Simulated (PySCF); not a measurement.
Property card for `C1O[Si@@H](CC1)OC(C)=O`

Species: C₅H₁₀O₃Si.
Atom-mapped SMILES: `[CH3:1][C:2](=[O:3])[O:4][Si@@H:5]1[CH2:6][CH2:7][CH2:8][O:9]1` (hydrogens: H10, H11, H12 on C1; H13 on Si5; H14, H15 on C6; H16, H17 on C7; H18, H19 on C8)

Among its groups: Si–H bond and C–Si bond.

**PBE0-D3(BJ)/def2-SVP geometry optimisation, gas phase (PySCF)**

| Property | Result |
| --- | --- |
| Point group | C1 |
| Rotational constants A, B, C | 3.301, 0.836, 0.760 GHz |

CAM-B3LYP/def2-SVPD ground state, ΔSCF and vertical TDDFT (core frozen in the response) (PySCF):

| Item | Value |
| --- | --- |
| Dipole moment | 1.71 D |
| HOMO energy | -9.52 eV |
| LUMO energy | 1.03 eV |
| HOMO–LUMO gap | 10.55 eV |
| Lowest singlet excitation | 5.89 eV (210 nm, f = 0.000) |
| Strongest line among the 10 lowest singlet transitions | S3 at 7.92 eV (157 nm, f = 0.081) |
| Lowest triplet excitation (Tamm–Dancoff) | 5.40 eV |
| Static isotropic polarisability | 89.3 au |
| Vertical ionisation energy | 10.27 eV |
| Electronic spatial extent ⟨r²⟩ about the centre of nuclear charge | 1595 bohr² |

From CAM-B3LYP/pcSseg-1 ground state and GIAO shieldings, non-relativistic (PySCF):

| Property | Result |
| --- | --- |
| 13C chemical shifts (computed TMS as zero) by class | 184.5 (C2), 69.5 (C8), 28.8 (C7), 22.8 (C1), 12.8 (C6) ppm |
| 1H chemical shifts (computed TMS as zero) by class | 5.11 (H13), 4.04 (H19), 3.68 (H18), 2.06 (H10/H11/H12), 1.76 (H17), 1.58 (H16), 1.10 (H14), 0.60 (H15) ppm |
| Isotropic shieldings of nuclei other than C and H, by class | -140 (O3), 91 (O4), 267 (O9), 333 (Si5) ppm |

From delta-SCF UKS SCAN, pcX-2 on the ionised atom, pcseg-1 elsewhere, spin-free X2C; 2p3/2 from a spin–orbit splitting computed afterwards within the 2p shell (PySCF):

| Quantity | Value |
| --- | --- |
| Core binding energies | Si2p3/2 107.6 (Si5), C1s 290.3 (C6), C1s 290.9 (C7), C1s 291.4 (C1), C1s 292.2 (C8), C1s 294.7 (C2), O1s 537.7 (O3), O1s 537.8 (O9), O1s 538.8 (O4), Si1s 1847.6 (Si5) eV |

Monoisotopic mass (most abundant isotopes): 146.0399 u.

The largest Löwdin shares of the HOMO are 0.39 on O9, 0.17 on O3, 0.11 on C8 and 0.07 on H18. The 10 singlets span 5.89 to 8.62 eV, and their oscillator strengths add up to 0.21. No computed singlet falls in the visible range (750 to 380 nm, 1.65 to 3.26 eV); S1 lies 2.63 eV above its blue end. The dipole equals about 5.7 × 10⁻³⁰ C·m (1 D = 3.33564 × 10⁻³⁰ C·m). The polarisability is 13.23 Å³ as a volume (1 au = 0.148185 Å³), or 1.14 au for each of the 78 electrons.

 NMR classes are plain means over equivalent atoms (diastereotopic ones count apart unless rotation or inversion swaps them), as if these changed places fast; in this geometry the members of some classes differ.

One conformer stands for the species.
